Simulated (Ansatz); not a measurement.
Reaction (redistribution): `CB[SiH2]BC` + `[NH2][GeH3]` → `C[BH][GeH3]` + `CB[SiH2]N`

Program: Ansatz. Geometries: PBE0-D4/def2-TZVP. ΔE: electronic, gas phase. CCSD(T)/CBS adds triple-zeta CCSD(T) − MP2 to the extrapolated MP2 energy (def2 sets, frozen cores). For Ge outer-core shells are correlated without core-valence functions, which leaves a few kJ/mol of doubt a bond. Scalar relativity is left out up to krypton. Each species was taken in one conformer, which may not be the lowest.

```tsv
species	CCSD(T)/CBS(def2) energy (Eh)
`CB[SiH2]BC`	-420.75180
`[NH2][GeH3]`	-2133.81884
`C[BH][GeH3]`	-2143.14307
`CB[SiH2]N`	-411.44603
```

(1) Work out ΔE.

Largest T1 diagnostic among the species: 0.013.

## Answers

(1) ΔE = (-2143.14307) + (-411.44603) − (-420.75180) − (-2133.81884) = -0.01846 Eh = -11.6 kcal/mol.

In def2-TZVPP, CCSD(T) changes the Hartree–Fock value by +2.2 kcal/mol (the triples alone add +0.7 kcal/mol) and MP2 by +1.6 kcal/mol. From PBE to PBE0 (25 % exact exchange), in def2-TZVPP and without D4, ΔE moves by −1.2 kcal/mol.
